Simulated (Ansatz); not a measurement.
Compare A (`C[SiH2][N](C)[AlH2]`) with its isomer B (`C[SiH](C)[AlH][NH2]`).

Gas-phase electronic energies from Ansatz, PBE0-D4/def2-TZVP geometries. CCSD(T)/CBS adds triple-zeta CCSD(T) − MP2 to the extrapolated MP2 energy (def2 sets, frozen cores). DFT in def2-TZVPP. B3LYP here is the variant with VWN-RPA as its local correlation; programs differ in this. Each species was taken in one conformer, which may not be the lowest.

A:

Z-matrix (Å, degrees):
```
C
Si 1 1.869
H 1 1.093 2 111.1
H 1 1.094 2 110.2 3 -119.8
H 1 1.093 2 111.5 3 120.8
N 2 1.733 1 113.0 3 -60.1
H 2 1.488 1 110.3 3 59.6
H 2 1.495 1 108.0 3 178.7
Al 6 1.783 2 123.8 1 118.6
C 6 1.462 2 115.8 1 -63.0
H 9 1.586 6 116.3 2 178.0
H 9 1.581 6 119.3 2 -2.3
H 10 1.097 6 111.6 2 -56.0
H 10 1.094 6 111.0 2 -175.7
H 10 1.096 6 112.0 2 64.5
```

B:

```xyz
15

C     0.974   -1.545    0.279
Si    0.726    0.324    0.331
C     1.620    1.121   -1.126
Al   -1.659    0.914    0.404
N    -2.835   -0.407    0.526
H     0.521   -2.028    1.147
H     0.522   -1.975   -0.619
H     2.039   -1.796    0.272
H     1.380    0.830    1.582
H     1.526    2.209   -1.101
H     1.212    0.771   -2.077
H     2.685    0.875   -1.106
H    -2.276    2.381    0.346
H    -3.835   -0.290    0.572
H    -2.599   -1.386    0.570
```

(1) Which is lower in electronic energy at CCSD(T)/CBS, and by how much? (Estimate.)

(2) Give E(B) − E(A) in kcal/mol with B2PLYP, CCSD/def2-TZVPP, MP2/def2-TZVPP, B3LYP-D4, ωB97M-V, CCSD(T)/def2-TZVPP, PBE0-D4. (Estimate.)

Largest T1 diagnostic: 0.011.

## Answers

(1) Ansatz gave: B, by 6.1 kcal/mol.

(2) The calculation gave: B2PLYP -5.6, CCSD/def2-TZVPP -5.2, MP2/def2-TZVPP -4.3, B3LYP-D4 -5.3, ωB97M-V -4.8, CCSD(T)/def2-TZVPP -5.4, PBE0-D4 -8.9. None reverses the order clearly.

The D4 term adds +1.6 kcal/mol with B3LYP and +0.8 kcal/mol with PBE0; it sums over pairs of atoms, weighted by their polarisabilities, and B3LYP, whose exchange is more repulsive, gets the larger term. From PBE to PBE0 (25 % exact exchange), in def2-TZVPP and without D4, E(B) − E(A) moves by +1.2 kcal/mol.
